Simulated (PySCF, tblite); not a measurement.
Isomers of [C7H6Cl]+ (charge +1), one GFN2-xTB conformer each. Single-point energies are computed at PBE0/pcSseg-1 (PySCF, gas phase, no added dispersion term), electronic only.

Task: Rank them by PBE0/pcSseg-1 energy, lowest first (kcal/mol).
A. `[Cl:1][CH+:2][c:3]1[cH:4][cH:5][cH:6][cH:7][cH:8]1` (charge +1) with Cl1–C2–C3–C4 180°
B. `C#C[C@]1(Cl)[CH+]C=CC1`

Result: A (0.0), B (70.7).

GFN2-xTB itself gives, in the same order: 0.0, 44.5. Both levels put the same isomer lowest.

Task: Which frontier levels and rotational constants go with these structures?

Result: 
| SMILES | HOMO (eV, PBE0/pcSseg-1) | LUMO (eV) | A, B, C (MHz) |
| --- | --- | --- | --- |
| Cl[CH+]c1ccccc1 | -12.77 | -8.83 | 4966, 1013, 841.5 |
| C#C[C@]1(Cl)[CH+]C=CC1 | -12.76 | -7.21 | 2782, 1647, 1264 |

Task: What happens when harmonic zero-point energies from GFN2-xTB frequencies are added?

Result: 
| SMILES | ZPE (kcal/mol) | electronic (kcal/mol) | with ZPE (kcal/mol) |
| --- | --- | --- | --- |
| Cl[CH+]c1ccccc1 | 64.8 | 0.0 | 0.0 |
| C#C[C@]1(Cl)[CH+]C=CC1 | 63.0 | 70.7 | 69.0 |

The zero-point energies span 1.8 kcal/mol. The order is unchanged.
